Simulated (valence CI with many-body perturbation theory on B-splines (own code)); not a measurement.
**E1 line list for Gd48+**

Method: relativistic CI+MBPT: six valence electrons over a frozen Dirac-Fock core [Ne], a basis of 9 s, 9 p, 8 d, 6 f, 3 g, 1 h functions for each j, with the one-electron correlation potential Σ1, the two-electron term Σ2, the three-electron term Σ3, Breit, model QED; selected CI, second order for the rest, scaled by the run's own slope (own B-spline code, finite nucleus).

The last digits are not significant, and no measured levels were compared; by estimate large intervals hold to a few tenths of a per cent, small ones and those within an open d or f shell to about a per cent. Among the levels kept, up to 1100 cm⁻¹ of a level comes from second order outside the variational space, and about a tenth of that is noise between levels of different J, which matters for small intervals.

Lines 101 to 150 of 156 in falling wavelength, among levels below 454.21 eV, chosen from the strongest by gf and those to the six lowest levels. Wavelengths and rates use the calculated energies. Electric multipoles are in the length gauge with retardation, E1 and E2 with the static RPA response of the core. Weak lines are less certain than strong ones. Lines between different terms over intervals too small for the method are left out, as are lines whose strength nearly cancels. The highest levels of a list are the least certain.

Levels are named by their leading jj configuration (3d3/2^4 stands for four electrons in 3d with j = 3/2), which in mixed levels can hold well under half, so a name can repeat and another be missing. Letters in brackets count levels of one name in rising energy.

| λ vac (Å) | Upper | Lower | A (s⁻¹) | S (a.u.) |
| --- | --- | --- | --- | --- |
| 56.41 | (3s^2 3p1/2 3p3/2^2 3d5/2) J=3 [a] | (3s^2 3p1/2 3p3/2^3) J=2 | 5.87e+08 | 3.64e-04 |
| 56.32 | (3s^2 3p1/2 3p3/2^2 3d3/2) J=2 [c] | (3s^2 3p1/2 3p3/2^3) J=2 | 1.86e+09 | 8.19e-04 |
| 55.61 | (3s^2 3p1/2 3p3/2^2 3d3/2) J=1 [b] | (3s^2 3p1/2 3p3/2^3) J=2 | 2.15e+08 | 5.48e-05 |
| 54.28 | (3s^2 3p1/2 3p3/2^2 3d3/2) J=2 [c] | (3s^2 3p1/2 3p3/2^3) J=1 | 2.06e+09 | 8.12e-04 |
| 53.75 | (3s^2 3p1/2 3p3/2^2 3d5/2) J=1 [a] | (3s^2 3p1/2 3p3/2^3) J=2 | 1.13e+10 | 2.61e-03 |
| 53.62 | (3s^2 3p1/2 3p3/2^2 3d3/2) J=1 [b] | (3s^2 3p1/2 3p3/2^3) J=1 | 2.59e+08 | 5.90e-05 |
| 52.66 | (3s^2 3p1/2 3p3/2^2 3d3/2) J=1 [c] | (3s^2 3p1/2 3p3/2^3) J=2 | 7.56e+09 | 1.64e-03 |
| 51.89 | (3s^2 3p1/2 3p3/2^2 3d5/2) J=1 [a] | (3s^2 3p1/2 3p3/2^3) J=1 | 1.13e+10 | 2.35e-03 |
| 51.59 | (3s^2 3p1/2 3p3/2^2 3d5/2) J=0 | (3s^2 3p1/2 3p3/2^3) J=1 | 2.27e+10 | 1.54e-03 |
| 51.55 | (3s^2 3p1/2^2 3d3/2 3d5/2) J=3 | (3s^2 3p1/2^2 3p3/2 3d3/2) J=3 | 1.21e+10 | 5.74e-03 |
| 51.38 | (3s^2 3p1/2^2 3p3/2 3d5/2) J=2 | (3s^2 3p1/2^2 3p3/2^2) J=2 | 4.80e+10 | 1.61e-02 |
| 50.88 | (3s^2 3p1/2 3p3/2^2 3d3/2) J=1 [c] | (3s^2 3p1/2 3p3/2^3) J=1 | 9.37e+08 | 1.83e-04 |
| 50.06 | (3s^2 3p1/2^2 3d3/2 3d5/2) J=3 | (3s^2 3p1/2^2 3p3/2 3d3/2) J=2 | 8.01e+10 | 3.47e-02 |
| 50.06 | (3s^2 3p1/2 3p3/2^2 3d5/2) J=2 [a] | (3s^2 3p1/2 3p3/2^3) J=2 | 2.44e+09 | 7.55e-04 |
| 49.67 | (3s^2 3p1/2^2 3d3/2 3d5/2) J=2 | (3s^2 3p1/2^2 3p3/2 3d3/2) J=3 | 9.19e+09 | 2.78e-03 |
| 49.50 | (3s^2 3p1/2^2 3d3/2 3d5/2) J=2 | (3s^2 3p1/2^2 3p3/2 3d3/2) J=1 | 6.06e+10 | 1.81e-02 |
| 49.29 | (3s^2 3p1/2^2 3p3/2 3d5/2) J=1 | (3s^2 3p1/2^2 3p3/2^2) J=0 | 1.24e+11 | 2.20e-02 |
| 49.08 | (3s^2 3p1/2^2 3d3/2 3d5/2) J=1 | (3s^2 3p1/2^2 3p3/2 3d3/2) J=0 | 4.95e+10 | 8.67e-03 |
| 48.95 | (3s^2 3p1/2^2 3d3/2 3d5/2) J=1 | (3s^2 3p1/2^2 3p3/2 3d3/2) J=1 | 4.96e+10 | 8.61e-03 |
| 48.88 | (3s^2 3p1/2 3p3/2^2 3d5/2) J=3 [b] | (3s^2 3p1/2 3p3/2^3) J=2 | 1.91e+09 | 7.70e-04 |
| 48.44 | (3s^2 3p1/2 3p3/2^2 3d5/2) J=2 [a] | (3s^2 3p1/2 3p3/2^3) J=1 | 9.05e+09 | 2.54e-03 |
| 48.36 | (3s^2 3p1/2 3p3/2^2 3d5/2) J=2 [b] | (3s^2 3p1/2 3p3/2^3) J=2 | 8.05e+10 | 2.25e-02 |
| 48.29 | (3s^2 3p1/2^2 3d3/2 3d5/2) J=2 | (3s^2 3p1/2^2 3p3/2 3d3/2) J=2 | 3.89e+10 | 1.08e-02 |
| 47.84 | (3s^2 3p1/2^2 3p3/2 3d5/2) J=3 | (3s^2 3p1/2^2 3p3/2^2) J=2 | 2.60e+11 | 9.82e-02 |
| 47.77 | (3s^2 3p1/2^2 3d3/2 3d5/2) J=1 | (3s^2 3p1/2^2 3p3/2 3d3/2) J=2 | 7.81e+09 | 1.26e-03 |
| 47.63 | (3s^2 3p1/2 3p3/2^2 3d5/2) J=1 [b] | (3s^2 3p1/2 3p3/2^3) J=2 | 8.04e+10 | 1.29e-02 |
| 47.11 | (3s^2 3p1/2 3p3/2^2 3d5/2) J=3 [c] | (3s^2 3p1/2 3p3/2^3) J=2 | 3.43e+11 | 1.24e-01 |
| 46.85 | (3s^2 3p1/2 3p3/2^2 3d5/2) J=2 [b] | (3s^2 3p1/2 3p3/2^3) J=1 | 2.06e+11 | 5.23e-02 |
| 46.31 | (3s^2 3p1/2^2 3p3/2 3d5/2) J=1 | (3s^2 3p1/2^2 3p3/2^2) J=2 | 3.83e+10 | 5.62e-03 |
| 46.19 | (3s^2 3p1/2 3p3/2^2 3d5/2) J=2 [c] | (3s^2 3p1/2 3p3/2^3) J=2 | 3.04e+11 | 7.38e-02 |
| 46.17 | (3s^2 3p1/2 3p3/2^2 3d5/2) J=1 [b] | (3s^2 3p1/2 3p3/2^3) J=1 | 3.10e+11 | 4.52e-02 |
| 44.81 | (3s^2 3p1/2 3p3/2^2 3d5/2) J=2 [c] | (3s^2 3p1/2 3p3/2^3) J=1 | 3.12e+11 | 6.93e-02 |
| 38.71 | (3s 3p1/2^2 3p3/2^3) J=2 | (3s^2 3p1/2^2 3p3/2^2) J=2 | 3.01e+11 | 4.31e-02 |
| 38.56 | (3s 3p1/2^2 3p3/2^3) J=1 | (3s^2 3p1/2^2 3p3/2^2) J=0 | 1.38e+11 | 1.17e-02 |
| 36.71 | (3s 3p1/2^2 3p3/2^3) J=1 | (3s^2 3p1/2^2 3p3/2^2) J=2 | 2.42e+11 | 1.77e-02 |
| 36.03 | (3s^2 3p1/2 3p3/2^2 3d3/2) J=1 [a] | (3s^2 3p1/2^2 3p3/2^2) J=0 | 3.79e+10 | 2.63e-03 |
| 34.55 | (3s^2 3p1/2 3p3/2^2 3d3/2) J=2 [a] | (3s^2 3p1/2^2 3p3/2^2) J=2 | 5.41e+09 | 5.51e-04 |
| 34.41 | (3s^2 3p1/2 3p3/2^2 3d3/2) J=1 [a] | (3s^2 3p1/2^2 3p3/2^2) J=2 | 5.68e+10 | 3.42e-03 |
| 33.93 | (3s^2 3p1/2 3p3/2^2 3d3/2) J=3 [a] | (3s^2 3p1/2^2 3p3/2^2) J=2 | 1.51e+10 | 2.04e-03 |
| 32.35 | (3s^2 3p1/2 3p3/2^2 3d3/2) J=2 [b] | (3s^2 3p1/2^2 3p3/2^2) J=2 | 1.10e+11 | 9.15e-03 |
| 32.03 | (3s^2 3p1/2 3p3/2^2 3d3/2) J=1 [b] | (3s^2 3p1/2^2 3p3/2^2) J=0 | 1.35e+07 | 6.59e-07 |
| 31.40 | (3s^2 3p1/2 3p3/2^2 3d5/2) J=1 [a] | (3s^2 3p1/2^2 3p3/2^2) J=0 | 4.70e+10 | 2.15e-03 |
| 31.38 | (3s^2 3p1/2 3p3/2^2 3d3/2) J=3 [b] | (3s^2 3p1/2^2 3p3/2^2) J=2 | 9.53e+11 | 1.02e-01 |
| 31.03 | (3s^2 3p1/2 3p3/2^2 3d3/2) J=1 [c] | (3s^2 3p1/2^2 3p3/2^2) J=0 | 1.51e+12 | 6.67e-02 |
| 30.98 | (3s^2 3p1/2 3p3/2^2 3d5/2) J=3 [a] | (3s^2 3p1/2^2 3p3/2^2) J=2 | 2.73e+11 | 2.80e-02 |
| 30.96 | (3s^2 3p1/2 3p3/2^2 3d3/2) J=2 [c] | (3s^2 3p1/2^2 3p3/2^2) J=2 | 1.58e+12 | 1.16e-01 |
| 30.74 | (3s^2 3p1/2 3p3/2^2 3d3/2) J=1 [b] | (3s^2 3p1/2^2 3p3/2^2) J=2 | 1.65e+12 | 7.12e-02 |
| 30.16 | (3s^2 3p1/2 3p3/2^2 3d5/2) J=1 [a] | (3s^2 3p1/2^2 3p3/2^2) J=2 | 2.18e+11 | 8.85e-03 |
| 29.82 | (3s^2 3p1/2 3p3/2^2 3d3/2) J=1 [c] | (3s^2 3p1/2^2 3p3/2^2) J=2 | 1.91e+11 | 7.49e-03 |
| 29.21 | (3s^2 3p1/2 3p3/2^2 3d5/2) J=1 [b] | (3s^2 3p1/2^2 3p3/2^2) J=0 | 2.51e+10 | 9.27e-04 |
